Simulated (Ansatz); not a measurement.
Basis-set extrapolation for C2H7B2N (`BC1BNC1`) (PBE0-D4/def2-TZVP geometry, frozen core, the Gaussian-basis code of Ansatz). Multiplicity 1, RHF reference.

```json
{"": "HF", "def2-TZVPP": "-183.684418", "def2-QZVPP": "-183.693163"}
{"": "MP2 correlation", "def2-TZVPP": "-0.746106", "def2-QZVPP": "-0.794146"}
{"": "CCSD(T) correlation", "def2-TZVPP": "-0.822542", "def2-QZVPP": "not run"}
```

Energies in hartree. Use E(X) = E(∞) + A·exp(−7.88·√X) for Hartree–Fock and E(X) = E(∞) + B·X^(−2.97) for correlation, with X = 3 and 4, and add CCSD(T) minus MP2 of the smaller set to the MP2 limit.

Question: What is the CCSD(T) energy at the basis-set limit?

Answer: HF limit: -183.693163 + (-0.008745) × 0.13774 = -183.69437. MP2 limit: -0.794146 + (-0.048040) × 0.74074 = -0.82973. Higher-order term: -0.822542 − (-0.746106) = -0.07644. Total: -184.60054 hartree, 245.7 kJ/mol below CCSD(T)/def2-TZVPP.
